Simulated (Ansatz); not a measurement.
Basis-set extrapolation for `C[SiH](F)BN` (PBE0-D4/def2-TZVP geometry, frozen core, the Gaussian-basis code of Ansatz). Multiplicity 1, RHF reference.

```csv
,def2-TZVPP,def2-QZVPP
HF,-509.668753,-509.688524
MP2 correlation,-0.863738,-0.930672
CCSD(T) correlation,-0.941022,not run
```

Energies in hartree. Use E(X) = E(∞) + A·exp(−7.88·√X) for Hartree–Fock and E(X) = E(∞) + B·X^(−2.97) for correlation, with X = 3 and 4, and add CCSD(T) minus MP2 of the smaller set to the MP2 limit.

Question: What is the CCSD(T) energy at the basis-set limit?

Answer: HF limit: -509.688524 + (-0.019771) × 0.13774 = -509.69125. MP2 limit: -0.930672 + (-0.066934) × 0.74074 = -0.98025. Higher-order term: -0.941022 − (-0.863738) = -0.07728. Total: -510.74878 hartree, 3.78 eV below CCSD(T)/def2-TZVPP.
